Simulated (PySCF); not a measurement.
Compound: C8H10P2.
Atom-mapped SMILES: `[CH3:1][c:2]1[p:3][cH:4][cH:5][p:6][c:7]1[CH:8]1[CH2:9][CH2:10]1` (hydrogens: H11, H12, H13 on C1; H14 on C4; H15 on C5; H16 on C8; H17, H18 on C9; H19, H20 on C10)

The same species was optimised twice, with GFN2-xTB and with PBE0-D3(BJ)/def2-SVP (PySCF), and the same property calculations (PySCF, gas phase) were run on both structures.

```json
{"coordinate": "C2–C7 (Å)", "GFN2-xTB": "1.384", "PBE0-D3(BJ)/def2-SVP": "1.404", "change": "+0.020"}
{"coordinate": "C4–C5 (Å)", "GFN2-xTB": "1.370", "PBE0-D3(BJ)/def2-SVP": "1.385", "change": "+0.015"}
{"coordinate": "C7–C8 (Å)", "GFN2-xTB": "1.493", "PBE0-D3(BJ)/def2-SVP": "1.499", "change": "+0.006"}
{"coordinate": "C8–C9 (Å)", "GFN2-xTB": "1.506", "PBE0-D3(BJ)/def2-SVP": "1.509", "change": "+0.003"}
{"coordinate": "C5–P6 (Å)", "GFN2-xTB": "1.733", "PBE0-D3(BJ)/def2-SVP": "1.735", "change": "+0.002"}
{"coordinate": "P3–C4 (Å)", "GFN2-xTB": "1.732", "PBE0-D3(BJ)/def2-SVP": "1.735", "change": "+0.003"}
{"coordinate": "C1–C2 (Å)", "GFN2-xTB": "1.507", "PBE0-D3(BJ)/def2-SVP": "1.508", "change": "+0.001"}
{"coordinate": "C8–C10 (Å)", "GFN2-xTB": "1.498", "PBE0-D3(BJ)/def2-SVP": "1.499", "change": "+0.001"}
{"coordinate": "C9–C10 (Å)", "GFN2-xTB": "1.496", "PBE0-D3(BJ)/def2-SVP": "1.498", "change": "+0.002"}
{"coordinate": "C2–P3 (Å)", "GFN2-xTB": "1.753", "PBE0-D3(BJ)/def2-SVP": "1.752", "change": "-0.001"}
{"coordinate": "P6–C7 (Å)", "GFN2-xTB": "1.755", "PBE0-D3(BJ)/def2-SVP": "1.754", "change": "-0.001"}
{"coordinate": "C7–C8–C10 (°)", "GFN2-xTB": "121.6", "PBE0-D3(BJ)/def2-SVP": "123.1", "change": "+1.5"}
{"coordinate": "C7–C8–C9 (°)", "GFN2-xTB": "119.5", "PBE0-D3(BJ)/def2-SVP": "120.6", "change": "+1.1"}
{"coordinate": "C2–P3–C4 (°)", "GFN2-xTB": "103.7", "PBE0-D3(BJ)/def2-SVP": "104.4", "change": "+0.7"}
{"coordinate": "C5–P6–C7 (°)", "GFN2-xTB": "103.7", "PBE0-D3(BJ)/def2-SVP": "104.2", "change": "+0.5"}
{"coordinate": "C1–C2–P3 (°)", "GFN2-xTB": "113.1", "PBE0-D3(BJ)/def2-SVP": "113.7", "change": "+0.6"}
{"coordinate": "P6–C7–C8 (°)", "GFN2-xTB": "114.8", "PBE0-D3(BJ)/def2-SVP": "115.3", "change": "+0.5"}
{"coordinate": "P3–C2–C7 (°)", "GFN2-xTB": "127.9", "PBE0-D3(BJ)/def2-SVP": "127.5", "change": "-0.4"}
{"coordinate": "C4–C5–P6 (°)", "GFN2-xTB": "128.8", "PBE0-D3(BJ)/def2-SVP": "128.5", "change": "-0.3"}
{"coordinate": "P6–C7–C8–C9 (°)", "GFN2-xTB": "-95", "PBE0-D3(BJ)/def2-SVP": "-97", "change": "-2"}
```

Rotational constants: A = 1578, B = 868.3, C = 586.2 MHz (GFN2-xTB) against A = 1568, B = 856.0, C = 578.8 MHz (PBE0-D3(BJ)/def2-SVP). Point groups within 0.08 Å: C1 and C1.

On the GFN2-xTB structure: HOMO (eV) -6.77 [PBE0/pcSseg-1]; LUMO (eV) -2.19 [PBE0/pcSseg-1]; dipole (D) 1.19 [PBE0/pcSseg-1]; GIAO shielding of C1 (ppm) 158.4 [PBE0/pcSseg-1]; GIAO shielding of C2 (ppm) 4.4 [PBE0/pcSseg-1]; GIAO shielding of P3 (ppm) 64.0 [PBE0/pcSseg-1]; GIAO shielding of C4 (ppm) 21.2 [PBE0/pcSseg-1]; GIAO shielding of C5 (ppm) 21.0 [PBE0/pcSseg-1]; GIAO shielding of P6 (ppm) 67.4 [PBE0/pcSseg-1]; GIAO shielding of C7 (ppm) 1.2 [PBE0/pcSseg-1]; GIAO shielding of C8 (ppm) 164.3 [PBE0/pcSseg-1].

Q: What do these properties become on the PBE0-D3(BJ)/def2-SVP structure?

A: 
| property | level | on GFN2-xTB | on PBE0-D3(BJ)/def2-SVP | change |
| --- | --- | --- | --- | --- |
| HOMO (eV) | PBE0/pcSseg-1 | -6.77 | -6.80 | -0.03 |
| LUMO (eV) | PBE0/pcSseg-1 | -2.19 | -2.16 | +0.03 |
| dipole (D) | PBE0/pcSseg-1 | 1.19 | 1.20 | +0.01 |
| energy, GFN2-xTB geometry as zero (kcal/mol) | PBE0/pcSseg-1 | 0.0 | -0.5 | -0.5 |
| GIAO shielding of C1 (ppm) | PBE0/pcSseg-1 | 158.4 | 157.0 | -1.4 |
| GIAO shielding of C2 (ppm) | PBE0/pcSseg-1 | 4.4 | 1.9 | -2.5 |
| GIAO shielding of P3 (ppm) | PBE0/pcSseg-1 | 64.0 | 63.6 | -0.4 |
| GIAO shielding of C4 (ppm) | PBE0/pcSseg-1 | 21.2 | 19.0 | -2.2 |
| GIAO shielding of C5 (ppm) | PBE0/pcSseg-1 | 21.0 | 18.8 | -2.2 |
| GIAO shielding of P6 (ppm) | PBE0/pcSseg-1 | 67.4 | 67.7 | +0.3 |
| GIAO shielding of C7 (ppm) | PBE0/pcSseg-1 | 1.2 | -1.0 | -2.2 |
| GIAO shielding of C8 (ppm) | PBE0/pcSseg-1 | 164.3 | 163.0 | -1.3 |

The heavy atoms differ by 0.021 Å rms after alignment. Among bonds between heavy atoms C2–C7 changes most (+0.020 Å). Changes are differences of the printed values. Neither structure is proved a minimum here.

The values belong to the conformer `[CH3:1][c:2]1[p:3][cH:4][cH:5][p:6][c:7]1[CH:8]1[CH2:9][CH2:10]1`: P6–C7–C8–C9 -97°.
